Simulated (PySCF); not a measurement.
C₂H₄N₂OSi, SMILES N#C/N=C/O[SiH3].

Coordinates come from a B3LYP-D3(BJ)/def2-SVP optimisation. The structure was generated by enumeration; whether it is a known compound was not checked. One conformer was computed; it need not be the lowest.

Calculation: PBE0/def2-TZVP (PySCF).

Symmetry labels are those of the subgroup Cs that the program uses (full group Cs).

Computed valence orbital energies around the gap with their symmetry:
```
orbital  symmetry  energy (eV)
-------  --------  -----------
HOMO−7         A'       -11.66
HOMO−6         A"       -11.42
HOMO−5         A'       -11.14
HOMO−4         A'       -10.40
HOMO−3         A"       -10.36
HOMO−2         A'       -10.26
HOMO−1         A'        -8.42
HOMO           A"        -8.33
LUMO           A"        -1.68
LUMO+1         A'        -0.50
LUMO+2         A'         0.79
LUMO+3         A'         1.10
```
